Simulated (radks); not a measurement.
Values are calculated unless marked as measured or tabulated.
Ionisation of neutral thallium, [Hg] 6p1, to [Hg] as the strength of local exchange is varied. Level of theory: Dirac Kohn-Sham, Slater X-alpha exchange (alpha = 2/3 is LDA exchange), no correlation, spin-unpolarised, spherical densities, finite nucleus; open shells fill j = l - 1/2 first; Fermi nuclear charge, rms radius 5.4759 fm (a radial shooting solver on a logarithmic mesh with Libxc functionals).

| alpha | E(Tl) (hartree) | exchange (hartree) | IE (eV) | -e of the level emptied (eV) | <r> of it (bohr) |
|---|---|---|---|---|---|
| 0.618 | -20237.6379 | -335.2678 | 4.916 | 1.924 (6p1/2) | 3.668 |
| 0.646 | -20252.8340 | -350.7354 | 5.094 | 2.066 (6p1/2) | 3.608 |
| 0.667 | -20264.2390 | -362.3518 | 5.230 | 2.175 (6p1/2) | 3.566 |
| 0.901 | -20391.7803 | -492.7017 | 6.848 | 3.539 (6p1/2) | 3.186 |
| 0.985 | -20437.7686 | -539.9007 | 7.476 | 4.089 (6p1/2) | 3.080 |

NIST Atomic Spectra Database: 6.108 eV (measured). The Delta-SCF value meets it near alpha = 0.79. Spin polarisation and multiplet splitting are left out, so open shells lie too high by an amount that depends on their filling.

Beside tabulated values, note that spin-unpolarised runs miss the spin-polarisation part of the exchange energy of open shells.
